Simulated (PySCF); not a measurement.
VOF3, SMILES [O]=[V]([F])([F])[F], multiplicity 1.

Geometry optimised at B3LYP-D3(BJ)/def2-SVP. The multiplicity is an assumed one; other spin states were not compared.

These are TDA-CAM-B3LYP/def2-SVPD in PySCF values and carry that method's errors.

Vertical excitations; the highest root listed may be one member of a degenerate set. Gas-phase values at a fixed geometry. State labels are in the subgroup Cs.

```tsv
state	symmetry	energy (eV)	λ (nm)	f	main pairs
S1	A"	4.82	257	0.000	HOMO−1→LUMO 48 %, HOMO→LUMO+1 48 %
S2	A"	5.08	244	0.001	HOMO→LUMO+1, HOMO−1→LUMO (degenerate set)
S3	A'	5.08	244	0.001	HOMO→LUMO, HOMO−1→LUMO+1 (degenerate set)
S4	A'	5.40	230	0.006	HOMO−1→LUMO+1 41 %, HOMO→LUMO 41 %, HOMO→LUMO+3 7 %, HOMO−1→LUMO+2 7 %
S5	A'	5.55	223	0.000	HOMO−2→LUMO (degenerate set)
S6	A"	5.55	223	0.000	HOMO−2→LUMO+1 (degenerate set)
S7	A"	6.20	200	0.000	HOMO→LUMO+2 46 %, HOMO−1→LUMO+3 46 %
S8	A"	6.41	193	0.000	HOMO−1→LUMO+3, HOMO→LUMO+2 (degenerate set)
S9	A'	6.41	193	0.000	HOMO−1→LUMO+2, HOMO→LUMO+3 (degenerate set)
S10	A"	6.72	185	0.004	HOMO−3→LUMO 76 %
T1	A'	4.17	297	0	HOMO→LUMO 37 %, HOMO−1→LUMO+1 37 %, HOMO−1→LUMO+2 9 %, HOMO→LUMO+3 9 %
T2	A"	4.47	277	0	HOMO−1→LUMO, HOMO→LUMO+1 (degenerate set)
T3	A'	4.47	277	0	HOMO−1→LUMO+1, HOMO→LUMO (degenerate set)
T4	A"	4.75	261	0	HOMO→LUMO+1 48 %, HOMO−1→LUMO 48 %
```
Triplets are in the Tamm–Dancoff approximation.
